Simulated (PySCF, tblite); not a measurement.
Isomers of [C8H15]+ (charge +1), one GFN2-xTB conformer each. Single-point energies are computed at PBE0/pcSseg-1 (PySCF, gas phase, no added dispersion term), electronic only.

Problem. Rank them by PBE0/pcSseg-1 energy, lowest first (kcal/mol).
A. `[CH3:1][CH2:2][CH2:3][C+:4]([CH3:5])[CH:6]1[CH2:7][CH2:8]1` (charge +1) with C1–C2–C3–C4 -178°, C2–C3–C4–C5 -94°, C3–C4–C6–C7 -142°
B. `[CH3:1][CH2:2][C@H:3]1[CH2:4][CH2:5][CH2:6][C+:7]1[CH3:8]` (charge +1) with C1–C2–C3–C4 56°, C2–C3–C4–C5 162°, C3–C4–C5–C6 -34°, C4–C5–C6–C7 26°, C5–C6–C7–C8 175°

Solution. B (0.0), A (12.5).

As drawn, the higher has a three-membered ring, which the lower lacks. GFN2-xTB itself gives, in the same order: 0.0, 16.7. Both levels put the same isomer lowest.

Problem. Which frontier levels and rotational constants go with these structures?

Solution. 
```json
{"SMILES": "CC[C@H]1CCC[C+]1C", "HOMO (eV, PBE0/pcSseg-1)": "-13.53", "LUMO (eV)": "-8.09", "A, B, C (MHz)": "2818, 1657, 1109"}
{"SMILES": "CCC[C+](C)C1CC1", "HOMO (eV, PBE0/pcSseg-1)": "-13.45", "LUMO (eV)": "-7.52", "A, B, C (MHz)": "3962, 1043, 941.1"}
```

Problem. What happens when harmonic zero-point energies from GFN2-xTB frequencies are added?

Solution. 
```
           SMILES  ZPE (kcal/mol)  electronic (kcal/mol)  with ZPE (kcal/mol)
CC[C@H]1CCC[C+]1C           129.6                    0.0                  0.0
  CCC[C+](C)C1CC1           129.6                   12.5                 12.4
```

The zero-point energies span 0.0 kcal/mol. The order is unchanged.
